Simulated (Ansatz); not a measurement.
Ge3H8O, SMILES `[OH][GeH]([GeH3])[GeH3]`, relaxed with RKS PBE0-D4/def2-TZVP in Ansatz 0.2.0 from a PBE-D4/def2-SVP geometry. The force threshold is 0.005 eV/Å; the program also tests the step.

Charge 0, multiplicity 1.

Start:

```xyz
12

O     0.786    0.668    1.954
Ge    0.355    0.676    0.188
Ge    1.695   -1.133   -0.742
Ge   -2.052    0.303   -0.083
H     0.307    1.374    2.427
H     0.746    2.055   -0.443
H     1.438   -1.217   -2.272
H     1.285   -2.483   -0.101
H     3.207   -0.890   -0.505
H    -2.873    1.419    0.620
H    -2.450   -1.059    0.544
H    -2.444    0.288   -1.586
```

Q: How much energy does the relaxation release, and in how many steps? (Estimate.)

A: Computed: 2.85 kJ/mol, in 11 steps.

Q: Which bonds change most? (Best estimate.)

A: The calculation gave: O1–Ge2 from 1.818 to 1.796 Å; Ge2–Ge4 from 2.451 to 2.435 Å; Ge2–H6 from 1.566 to 1.550 Å; O1–H5 from 0.975 to 0.960 Å.

Q: Give the relaxed structure. (An estimate is asked.)

A: The calculation gave: 
```xyz
12

O     0.750    0.676    1.923
Ge    0.338    0.654    0.174
Ge    1.691   -1.142   -0.726
Ge   -2.056    0.296   -0.089
H     0.370    1.431    2.378
H     0.728    2.022   -0.441
H     1.434   -1.259   -2.238
H     1.304   -2.468   -0.055
H     3.184   -0.867   -0.491
H    -2.843    1.347    0.715
H    -2.445   -1.102    0.419
H    -2.455    0.413   -1.570
```
